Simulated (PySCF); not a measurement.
# Radial density of Ru (ruthenium, neutral)

UHF, [Kr] 4d8, high-spin 3F determinant (an excited configuration). Calculation: PySCF 2.14, in x2c-TZVPPall; the spin-free X2C one-electron Hamiltonian (Gaussian nucleus).

```json
{"r (bohr)": "0.0352", "4πr²ρ (e/bohr)": "50.61", "4πr²(ρα − ρβ)": "-0.0017"}
{"r (bohr)": "0.0592", "4πr²ρ (e/bohr)": "50.86", "4πr²(ρα − ρβ)": "0.0009"}
{"r (bohr)": "0.0996", "4πr²ρ (e/bohr)": "69.70", "4πr²(ρα − ρβ)": "0.0436"}
{"r (bohr)": "0.167", "4πr²ρ (e/bohr)": "49.90", "4πr²(ρα − ρβ)": "0.2070"}
{"r (bohr)": "0.282", "4πr²ρ (e/bohr)": "52.63", "4πr²(ρα − ρβ)": "0.2703"}
{"r (bohr)": "0.474", "4πr²ρ (e/bohr)": "33.22", "4πr²(ρα − ρβ)": "-0.0035"}
{"r (bohr)": "0.797", "4πr²ρ (e/bohr)": "13.29", "4πr²(ρα − ρβ)": "0.6618"}
{"r (bohr)": "1.34", "4πr²ρ (e/bohr)": "10.61", "4πr²(ρα − ρβ)": "1.3785"}
{"r (bohr)": "2.25", "4πr²ρ (e/bohr)": "2.542", "4πr²(ρα − ρβ)": "0.5311"}
{"r (bohr)": "3.79", "4πr²ρ (e/bohr)": "0.3524", "4πr²(ρα − ρβ)": "0.0447"}
{"r (bohr)": "6.38", "4πr²ρ (e/bohr)": "0.01437", "4πr²(ρα − ρβ)": "-0.0018"}
{"r (bohr)": "10.7", "4πr²ρ (e/bohr)": "2.862e-05", "4πr²(ρα − ρβ)": "0.0000"}
```

Densities and radii are taken from the X2C orbitals without a picture-change correction, which distorts them close to the nucleus.

Problem. Where is the radial spin density 4πr²(ρα − ρβ) most negative, and why is it negative at all?

Solution. Around r = 0.474 bohr, down to -0.0035 e/bohr: exchange with the open shell polarises the paired shells in an unrestricted calculation.
